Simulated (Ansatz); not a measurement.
Reactions of CH$_{3}$ClSSi (`CS[Si]Cl`).

Calculated with Ansatz (gas phase, PBE0-D4/def2-TZVP geometries, no zero-point term in ΔE). CBS: MP2 limit from def2 TZ/QZ plus the TZ coupled-cluster correction, frozen cores. Small cases extrapolate CCSD(T) itself. Functionals use def2-TZVPP. Elements past krypton have def2 core potentials. For Te outer-core shells are correlated without core-valence functions, which leaves a few kJ/mol of doubt a bond. One conformer a species, not always the lowest.

| reaction | ωB97X-V (kJ/mol) | HF/CBS(def2) (kJ/mol) | B2PLYP (kJ/mol) | CCSD/CBS(def2) (kJ/mol) |
| --- | --- | --- | --- | --- |
| `CS[Si]Cl` + `[SiH3]N[SiH3]` → `[SiH3]N([SiH3])[Si]Cl` + CH₃SH | -13 | -12 | -6 | -13 |
| `CS[Si]Cl` + `C=C(N)[TeH]` → `C=C(N)[Te]C` + `S[Si]Cl` | -21 | -22 | -22 | -27 |
| `CS[Si]Cl` + `CNC` → `CN(C)[Si]Cl` + CH₃SH | -24 | -24 | -21 | -23 |
| `CS[Si]Cl` + CH₄ → `C[Si]SC` + HCl | 130 | 132 | 136 | 129 |
| `CS[Si]Cl` + CH₄ → `CC` + `S[Si]Cl` | -7 | -18 | -6 | -9 |

**Question.** Give the CCSD(T)/CBS values in the same order. (Best estimate.)

**Answer.** The calculation gave: -12, -27, -22, 131, -5 kJ/mol.

Largest T1 diagnostic: 0.014, for `S[Si]Cl`.

Extrapolated directly: `CS[Si]Cl` + CH₄ → `C[Si]SC` + HCl; `CS[Si]Cl` + CH₄ → `CC` + `S[Si]Cl`.
